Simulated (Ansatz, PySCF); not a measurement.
Input for PySCF:
```python
from pyscf import gto, scf, dft

mol = gto.Mole()
mol.atom = '''
    Cl   -0.000000   -0.000000   -1.393529
    Br    0.000000    0.000000    0.676857
'''
mol.basis = 'aug-cc-pvdz'
mol.charge = 1
mol.spin = 1
mol.verbose = 4
mol.build()

mf = dft.UKS(mol)
mf.xc = 'r2scan'
mf.grids.atom_grid = (99, 590)
mf.grids.prune = None
mf.kernel()
```

Problem. Convert this to an input for Ansatz (a quantum-chemistry and plane-wave program).

Solution. One answer among several that fit: 
Ansatz 0.2 input:
```yaml
crystal:
  periodic: [false, false, false]
  atoms:
    - {symbol: Cl, position_ang: [-0.00000000, -0.00000000, -1.39352932]}
    - {symbol: Br, position_ang: [0.00000000, 0.00000000, 0.67685710]}
basis:
  gaussian:
    orbitals: aug-cc-pVDZ
hamiltonian:
  xc: r2scan
total_charge: 1
magnetization: {spin_polarized: true, initial_magnetization: 1}
accuracy: high
```

Both were run: PySCF gave -3033.860585 Eh and Ansatz -3033.860622 Eh, 0.037 mEh apart.
